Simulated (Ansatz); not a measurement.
A series at Si: from `Cl[Si](Cl)(Cl)I`, ligands are replaced one by one, each step taking up H–F and setting free HCl; n counts the steps. Ansatz, PBE0-D4/def2-TZVP geometries.

CBS adds triple-zeta CCSD(T) − MP2 to the MP2 limit, frozen cores; atoms without spin–orbit coupling. Elements past krypton have def2 core potentials. Outer-core shells of I are correlated without core-valence functions. Spin–orbit coupling is left out.

```csv
n,molecule,"atomization energy, CCSD(T)/CBS (kJ/mol)"
0,`Cl[Si](Cl)(Cl)I`,1499.2
1,`F[Si](Cl)(Cl)I`,?
2,`F[Si](F)(Cl)I`,1881.3
3,`F[Si](F)(F)I`,2076.2
```

Question: By hand: fit a straight line y = ȳ + b (n − n̄) to the 3 given rows and predict n = 1.

Answer: n̄ = 1.667, ȳ = 1818.90; Σ(n − n̄)(y − ȳ) = 896.70, Σ(n − n̄)² = 4.667, so b = 192.14 kJ/mol a step. Prediction: 1818.90 + (192.14) × (-0.667) = 1690.7 kJ/mol.

Question: By hand: compare with the computed value, 1688.8 kJ/mol, and give the steps along the whole series.

Answer: The line misses by -1.9 kJ/mol (computed minus predicted). Steps: 189.6, 192.5, 194.9 kJ/mol.

The steps differ by at most 5.3 kJ/mol, 2.8 % of a mean step, so the ligands' effects nearly add and a line is close. The miss is 0.3 % of the series' range. The energies themselves are unsure by some kJ/mol a bond, though much of that is common to the series.
